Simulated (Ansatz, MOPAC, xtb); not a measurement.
Diatomic SnH, multiplicity 2 (the spin of the measured ground state). No spin–orbit coupling.

The constants come from a fifth-degree fit in 1/R (seven points, main isotopes). Runs in def2 and cc sets follow the lowest solution found near the PBE0 minimum.

The values were computed with Ansatz (a program for electronic structure); MOPAC for AM1, PM3, PM6, PM7 (differences of heats of formation); xtb for the GFN methods. Values without a source in brackets are computed. In def2 rows elements past Kr take small-core potentials, without spin–orbit coupling. The GFN methods have no spin term and hold the electronic entropy of 300 K.

```
level                                r_e (Å)  ω_e (cm⁻¹)  α_e (cm⁻¹)  ω_e x_e (cm⁻¹)  D_e (eV)  dipole (D)
-----------------------------------  -------  ----------  ----------  --------------  --------  ----------
AM1                                    1.733        1749       0.057              21         -           -
PM3                                    1.700        2208       0.047              72         -           -
PM6                                    1.716        2341        0.16              26         -           -
PM7                                    1.705        2267       0.055              10         -           -
GFN1-xTB                               1.803        1773      0.0098            -6.9         -           -
GFN2-xTB                               1.808        1425        0.16             9.7         -           -
SVWN5/def2-TZVPP                       1.782        1675        0.14              26      3.06        0.53
PBE/def2-TZVPP                         1.797        1640        0.14              26      2.65        0.64
r2SCAN/def2-TZVPP                      1.777        1706        0.14              26      2.68        0.54
B97M-V/def2-TZVPP                      1.797        1633        0.14              25      2.85        0.80
B3LYP/def2-TZVPP                       1.786        1681        0.14              26      2.75        0.66
PBE0/def2-TZVPP                        1.778        1713        0.14              25      2.60        0.54
BHLYP/def2-TZVPP                       1.768        1757        0.13              25      2.68        0.55
CAM-B3LYP/def2-TZVPP                   1.771        1738        0.13              25      2.75        0.57
wB97X-V/def2-TZVPP                     1.767        1760        0.13              24      2.77        0.49
wB97M-V/def2-TZVPP                     1.765        1753        0.14              25      2.70        0.52
B2PLYP/def2-TZVPP                      1.772        1731        0.14              26      2.67           -
CCSD/def2-TZVPP                        1.763        1751        0.14              28      2.62           -
CCSD/def2-QZVPP                        1.763        1749        0.14              30      2.67           -
CCSD(T)/def2-TZVPP                     1.766        1735        0.14              29      2.65           -
CCSD(T)/def2-QZVPP                     1.766        1733        0.15              31      2.70           -
CCSD(T)/CBS(def2-TZVPP, def2-QZVPP)    1.766        1732        0.15              33         -           -
```

D_e counts from each atom's lowest state at the same level, without counterpoise or zero-point energy.

Correlated levels freeze the inner cores; with def2 sets outer-core shells near the valence are correlated too. CBS(a, b) extrapolates the correlation energy as X⁻³ and adds the Hartree–Fock energy of set b. The state that AM1, PM3, PM6, PM7 reach isn't checked; PM7 holds dispersion and hydrogen-bond terms.

Measured for the ground state: D_0 2.698 ± 0.18 eV (a handbook's tabulated 298 K bond energy less 3RT/2; such tables hold older values) [Luo, bond dissociation energies, CRC Handbook].
